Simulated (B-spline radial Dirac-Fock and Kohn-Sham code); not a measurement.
The Te-like isoelectronic sequence (52 electrons), Z = 64 to 72

Calculated with a radial atomic solver, using ΔSCF Dirac-Fock with Breit, self-energy and vacuum polarisation, finite nucleus, configuration average. Binding energies in eV, tabulated ground configurations. No correlation.

| ion | configuration | 3p1/2 | 3d5/2 | 4p1/2 | 4f | outermost level | NIST ionisation energy |
| --- | --- | --- | --- | --- | --- | --- | --- |
| Gd¹²⁺ | [Kr] 4d10 4f4 5s2 | 1940.6 | 1435.5 | 548.8 | 231.6 | 231.6 (4f) | – |
| Tb¹³⁺ | [Kr] 4d10 4f4 5s2 | ? | ? | ? | ? | ? | ? |
| Dy¹⁴⁺ | [Kr] 4d10 4f4 5s2 | 2174.4 | 1624.8 | 649.7 | 302.9 | 294.1 (5s) | – |
| Er¹⁶⁺ | [Kr] 4d10 4f6 | 2395.8 | 1798.4 | 737.5 | 361.5 | 361.5 (4f) | 381 ± 19 |
| Tm¹⁷⁺ | [Kr] 4d10 4f6 | 2525.5 | 1902.4 | 794.5 | 402.5 | 402.5 (4f) | 424 ± 21 |
| Yb¹⁸⁺ | [Kr] 4d10 4f6 | 2659.3 | 2009.5 | 853.6 | 445.3 | 445.3 (4f) | 469 ± 24 |
| Lu¹⁹⁺ | [Kr] 4d10 4f6 | 2797.5 | 2119.8 | 914.8 | 490.0 | 490.0 (4f) | 520 ± 30 |
| Hf²⁰⁺ | [Kr] 4d10 4f6 | 2939.9 | 2233.1 | 978.3 | 536.4 | 536.4 (4f) | 570 ± 30 |

Question: Fill in the row of Tb¹³⁺.

Answer: 3p1/2 2055.5, 3d5/2 1528.6, 4p1/2 598.2, 4f 266.3, outermost 265.2 (5s), NIST – eV.

NIST's values are for the lowest levels; a dash marks a value that is missing or belongs to another shell. Their kind here: theoretical. Where a p, d or f shell is open in either ion the computed value averages over both j values and all terms, while the table refers to the lowest levels; that difference holds spin-orbit splitting (largest in heavy or highly charged ions), term energies where several electrons share open shells, and correlation, and it can reach 10 % or more.
